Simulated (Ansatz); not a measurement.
Basis sets compared for Pd₂Au₄. The state is a singlet with charge 0. Geometry B3LYP-D4/def2-SVP. Ansatz on 4 threads of Intel Xeon 6975P-C on a shared host; times are rough, and most runs start from earlier orbitals.

| atom | x (Å) | y (Å) | z (Å) |
| --- | --- | --- | --- |
| Pd1 | 2.1461 | -0.5322 | -0.6561 |
| Pd2 | -0.3821 | -1.1077 | -0.1308 |
| Au3 | 0.4663 | 1.4654 | 0.3775 |
| Au4 | -2.0075 | 1.0056 | -0.6870 |
| Au5 | -2.9920 | -1.5466 | -0.4993 |
| Au6 | 2.7692 | 0.7153 | 1.5956 |

In the def2 sets Au, Pd take a core potential; there is no spin–orbit coupling. The restricted singlet is unstable towards broken spin symmetry in Hartree–Fock (as tested in another run); at PBE-D4/def2-SVP, PBE-D4/def2-TZVP, PBE0-D4/def2-SVP, PBE0-D4/def2-TZVP this wasn't settled. No other spin state of charge 0 was run. Another isomer (singlet) lies 0.44 eV lower at PBE0-D4/def2-TZVP; other spin states weren't run for this one.

Binding counts from free atoms (Pd singlet, Au doublet) in the same basis, without a counterpoise term.

| level | functions | energy (Eh) | HOMO (eV) | LUMO (eV) | binding per atom (eV) | wall time |
| --- | --- | --- | --- | --- | --- | --- |
| PBE-D4/def2-SVP | 190 | -799.0552 | -5.03 | -4.59 | 1.81 | 2.1 s |
| PBE0-D4/def2-SVP | 190 | -798.7717 | -5.94 | -3.80 | 1.52 | 4.3 s |

(1) Estimate the rows for PBE-D4/def2-TZVP (with forces), PBE0-D4/def2-TZVP.

## Answers

(1) 
```
                         level  functions  energy (Eh)  HOMO (eV)  LUMO (eV)  binding per atom (eV)  wall time
PBE-D4/def2-TZVP (with forces)        240    -799.1528      -5.04      -4.61                   1.85      3.3 s
             PBE0-D4/def2-TZVP        240    -798.8655      -5.94      -3.80                   1.55        6 s
```
